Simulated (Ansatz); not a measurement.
```yaml
crystal:
  periodic: [false, false, false]
  atoms:
    - {symbol: C, position_ang: [-1.647874, 0.696252, 0.265438]}
    - {symbol: Zr, position_ang: [0.261979, 0.374803, -0.798086]}
    - {symbol: C, position_ang: [1.414119, -1.035864, 0.452407]}
    - {symbol: F, position_ang: [-0.104086, -0.436941, -2.479518]}
    - {symbol: F, position_ang: [1.203719, 2.025524, -0.888831]}
    - {symbol: H, position_ang: [-1.512373, 1.331256, 1.148542]}
    - {symbol: H, position_ang: [-2.407100, 1.165871, -0.369836]}
    - {symbol: H, position_ang: [-2.050981, -0.266288, 0.605150]}
    - {symbol: H, position_ang: [1.235351, -0.815300, 1.512942]}
    - {symbol: H, position_ang: [2.493701, -0.964935, 0.278847]}
    - {symbol: H, position_ang: [1.113524, -2.074377, 0.272944]}
basis:
  gaussian: {orbitals: STO-3G, fitting: {mean_field: cc-pVTZ-jkfit}}
magnetization: {spin_polarized: true, initial_magnetization: 2}
hamiltonian: {xc: {name: B3LYP}}
scf: {lower_state_search: off}
output: {forces: true}
```

```sh
$ ansatz run in.yaml --threads 4 --pin off --events-out ev --progress --plain --max-ram 10444MiB
```

(1) How does Ansatz answer? (Best estimate.)

Results:

(1) Ansatz gave: The program refused the input.
```
Functional definition: B3LYP
Error: <dir> the basis set cc-pVTZ-JKFIT has no functions for Zr
```

B3LYP here is the variant with VWN-RPA as its local correlation; programs differ in this.
